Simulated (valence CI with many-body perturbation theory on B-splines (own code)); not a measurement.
# W LXI: key properties

Level of theory: valence CI with perturbative core correlation (CI+MBPT): four valence electrons over a frozen Dirac-Fock core [Ne], a basis of 11 s, 11 p, 9 d, 7 f, 5 g, 2 h, 1 i functions for each j, with the one-electron correlation potential Σ1, the two-electron term Σ2, the three-electron term Σ3, Breit, model QED; selected CI, second order for the rest (own B-spline code, finite nucleus).

No measured spectrum was set against this ion. As an estimate, large intervals hold to a few tenths of a per cent, small ones and those within an open d or f shell to about a per cent.

Levels are named by their leading jj configuration (3d3/2^4 stands for four electrons in 3d with j = 3/2), which in mixed levels can hold well under half, so a name can repeat and another be missing.

Rates and lifetimes use the calculated energies. Strong lines usually hold to 10 to 20 %, long lifetimes can be off by a factor of two.

What is the ground level?

(3s^2 3p1/2^2) J=0, composition 69 % 3s²3p² ³P + 31 % 3s²3p² ¹S.

What are the static dipole polarisabilities of the lowest levels?

(3s^2 3p1/2^2) J=0 0.00229 bohr³, of which the core gives 4.45e-05.

How well does LS coupling describe the low levels?

Among the lowest 20 levels the leading LS term, summed over configurations, holds 58 % on average. For single configurations the figures are 55 % in LS and 94 % in jj coupling. Terms mix most in the J = 2 level at 850.6 eV, where the leading one holds 28 %.

What is the ionisation energy?

6586.7 eV; NIST lists 6596 ± 7 eV (semi-empirical).

Name the longest-lived excited levels whose lifetime is computed, and their main decay.

(3s^2 3p1/2 3p3/2) J=2 at 357.1 eV lives 219 ns, mostly by E2 to (3s^2 3p1/2^2) J=0; (3s^2 3p1/2 3p3/2) J=1 at 347.8 eV lives 3.76 ns, mostly by M1 to (3s^2 3p1/2^2) J=0; (3s^2 3p3/2 3d5/2) J=4 at 1010.2 eV lives 2.30 ns, mostly by M1 to (3s^2 3p1/2 3d5/2) J=3.

Where does the other parity begin?

At (3s 3p1/2^2 3p3/2) J=2, 516.5 eV.
